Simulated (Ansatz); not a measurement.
The cluster Si4O9H2, 15 atoms. Hardware: 6 threads of Intel Xeon on a shared host.

Correlated methods freeze 29 core orbitals.

(1) How many basis functions does each of these Ansatz runs have, and roughly what does it cost? PBE-D4/def2-SVP, charge 0 singlet, relaxation, 13 steps; MP2/def2-SVP, charge 0 singlet, energy, from earlier orbitals; BHLYP-D4/def2-TZVP, charge 0 singlet, energy, from earlier orbitals; PBE-D4/def2-SVP, charge 0 singlet, energy, from earlier orbitals; PBE0-D4/def2-TZVP, charge 0 singlet, energy, from earlier orbitals; HF/STO-3G, charge 0 singlet, energy; r2SCAN-D4/def2-TZVP, charge 0 singlet, energy, from earlier orbitals; PBE-D4/def2-TZVP, charge 0 singlet, energy and forces, from earlier orbitals; PBE0-D4/def2-SVP, charge 0 singlet, energy, from earlier orbitals.

Results:

(1) Other jobs shared the machine, so times can vary by a factor of up to 3. A dash marks memory too small to be measured apart from the calling script's.

```tsv
run	functions	fitting or Cholesky vectors	wall time	peak host memory (GiB)
HF/STO-3G, charge 0 singlet, energy	83	1101	1.5 s	–
PBE-D4/def2-SVP, charge 0 singlet, energy, from earlier orbitals	208	2187	7.6 s	–
PBE0-D4/def2-SVP, charge 0 singlet, energy, from earlier orbitals	208	1909	9.5 s	0.73
MP2/def2-SVP, charge 0 singlet, energy, from earlier orbitals	208	1909	10 s	0.7
PBE-D4/def2-TZVP, charge 0 singlet, energy and forces, from earlier orbitals	439	2455	16 s	1.3
r2SCAN-D4/def2-TZVP, charge 0 singlet, energy, from earlier orbitals	439	2455	22 s	1.3
BHLYP-D4/def2-TZVP, charge 0 singlet, energy, from earlier orbitals	439	2793	37 s	2.7
PBE0-D4/def2-TZVP, charge 0 singlet, energy, from earlier orbitals	439	2519	40 s	2.6
PBE-D4/def2-SVP, charge 0 singlet, relaxation, 13 steps	208	2187	55 s	–
```
